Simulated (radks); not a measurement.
Valence configurations of the neodymium ion Nd2+ (all share [Xe]). All-electron calculation, scalar-relativistic Kohn-Sham, LDA (Slater exchange, Perdew-Wang correlation), spin-polarised, spherical densities, point nucleus; open shells are filled with parallel spins first (spin-orbit coupling, left out, can overturn this in heavy ions). Program: a radial shooting solver on a logarithmic mesh with Libxc functionals. Energies are relative to 4f4; eigenvalues in eV for spin up.

valence	E (eV)	moment (Bohr magnetons)	e(4f)	e(5d)	e(6p)	e(6s)
4f4	0.000	4	-15.718	-	-	-
4f2 6p2	25.686	4	-35.213	-	-14.238	-
4f3 6p1	9.018	4	-24.855	-	-12.370	-
4f2 5d0.5 6p1.5	21.754	4	-33.305	-21.163	-13.588	-
4f3 5d1	3.629	4	-21.248	-15.663	-	-
4f3.5 5d0.5	1.335	4	-18.363	-14.818	-	-
4f2.5 5d0.5 6s1	8.587	4	-26.990	-18.258	-	-16.451
4f1 5d0.5 6p2.5	46.192	4	-44.536	-25.523	-15.314	-
4f1.5 5d1.5 6s1	19.900	4	-33.877	-19.978	-	-17.180
4f0.5 5d0.5 6s0.5 6p2.5	59.375	4	-49.985	-27.400	-15.921	-21.365

NIST lists [Xe] 4f4 as the ground configuration; this level of theory agrees among the configurations tried. The energies are those of spherical high-spin densities, not of single terms.
